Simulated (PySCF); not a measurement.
C3H6O, SMILES C=COC. The structure is a stationary point at B3LYP-D3(BJ)/def2-SVP. The values are those of a single conformer.

Computed equilibrium geometry at B3LYP-D3(BJ)/def2-SVP (PySCF confirms it by a frequency run) as bond lengths and angles, and its point group (one conformer of several):
point group Cs.
Atoms: C1 C2 O3 C4 H5 H6 H7 H8 H9 H10. Bonds (Å): C1–C2 1.336, C1–H5 1.092, C1–H6 1.090, C2–O3 1.354, C2–H7 1.099, O3–C4 1.410, C4–H8 1.098, C4–H9 1.106, C4–H10 1.106. Angles (°): C2–C1–H5 121.1, C2–C1–H6 119.8, H5–C1–H6 119.1, C1–C2–O3 122.9, C1–C2–H7 121.6, O3–C2–H7 115.5, C2–O3–C4 116.3, O3–C4–H8 107.2, O3–C4–H9 111.8, O3–C4–H10 111.8, H8–C4–H9 108.7, H8–C4–H10 108.7, H9–C4–H10 108.7.
Charge 0, spin multiplicity 1.
